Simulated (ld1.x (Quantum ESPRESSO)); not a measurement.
# An all-electron radial function and its pseudo partner (barium (Ba))

Columns: radius, all-electron u(r) and pseudo u(r) of the 5p shell (level -19.38 eV) of barium in the configuration [Kr] 4d10 5s2 5p6 5d0 6s1.5 6p0.5; LDA (PZ), scalar-relativistic, RRKJ scheme, ld1.x (Quantum ESPRESSO) 7.5.

| r (bohr) | all-electron | pseudo |
| --- | --- | --- |
| 0.125 | -0.0661 | -0.0041 |
| 0.250 | -0.2416 | -0.0178 |
| 0.375 | 0.1344 | -0.0445 |
| 0.500 | 0.4009 | -0.0884 |
| 0.625 | 0.3982 | -0.1526 |
| 0.750 | 0.2155 | -0.2377 |
| 0.875 | -0.0357 | -0.3404 |
| 1.000 | -0.2827 | -0.4538 |
| 1.125 | -0.4897 | -0.5677 |
| 1.250 | -0.6452 | -0.6712 |
| 1.375 | -0.7497 | -0.7543 |
| 1.500 | -0.8098 | -0.8102 |
| 1.625 | -0.8340 | -0.8363 |
| 1.750 | -0.8305 | -0.8344 |
| 1.875 | -0.8067 | -0.8101 |
| 2.000 | -0.7691 | -0.7706 |
| 2.125 | -0.7224 | -0.7226 |
| 2.250 | -0.6707 | -0.6707 |
| 2.375 | -0.6168 | -0.6168 |
| 2.500 | -0.5629 | -0.5629 |
| 2.625 | -0.5103 | -0.5103 |
| 2.750 | -0.4602 | -0.4602 |
| 2.875 | -0.4131 | -0.4131 |
| 3.000 | -0.3694 | -0.3694 |
| 3.125 | -0.3293 | -0.3293 |
| 3.250 | -0.2927 | -0.2927 |

Question: How many radial nodes do the two functions have?

Answer: The all-electron 5p function has n − l − 1 = 3 (the table is too coarse to show those close to the nucleus); the pseudo-wave has 0, since the states of the same l below it are removed with the core.

Question: At about which radius was the pseudo-wave matched?

Answer: 2.20 bohr, where the columns begin to agree (steps of 0.12 bohr).

Question: Is the pseudo-wave norm-conserving?

Answer: Yes: the RRKJ scheme keeps the norm inside the radius equal to the all-electron one, which fixes the energy derivative of the logarithmic derivative at the level.
